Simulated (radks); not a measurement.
Excited configurations of Al IV: one electron is placed in a higher orbital outside [He] 2s2 2p5. The ground configuration is [Ne]. All-electron calculation, non-relativistic Kohn-Sham, LDA (Slater exchange, Perdew-Wang correlation), spin-polarised, spherical densities, point nucleus; open shells are filled with parallel spins first. Program: a radial shooting solver on a logarithmic mesh with Libxc functionals. Excitation = E - E(ground); binding = E(ion) - E, where the ion is the core of charge +4; n* = 4/sqrt(2 binding) in atomic units, and the quantum defect is n - n*.

outer orbital,excitation (eV),binding (eV),n*,quantum defect,eigenvalue (eV),<r> (bohr)
3p,84.303,36.112,2.455,0.545,-31.619,2.075
3d,94.530,25.886,2.900,0.100,-21.927,2.369
4s,99.305,21.111,3.211,0.789,-18.907,3.932
4p,101.99,18.429,3.437,0.563,-16.399,4.269
4d,105.56,14.854,3.828,0.172,-13.026,4.798
5p,109.23,11.188,4.411,0.589,-10.043,7.187
6s,112.24,8.179,5.159,0.841,-7.398,10.17
6d,113.81,6.605,5.741,0.259,-5.933,11.86
6f,114.15,6.270,5.892,0.108,-5.604,11.75
7p,115.01,5.401,6.348,0.652,-4.894,15.21
7f,115.78,4.637,6.852,0.148,-4.174,16.49

The Delta-SCF ionisation energy is 120.42 eV (NIST Atomic Spectra Database: 119.99 eV, measured). Self-interaction in the functional shifts the binding energies and quantum defects, so they are the method's values and not measured ones. Open shells are spherical and high-spin; term and fine-structure splittings are not resolved.
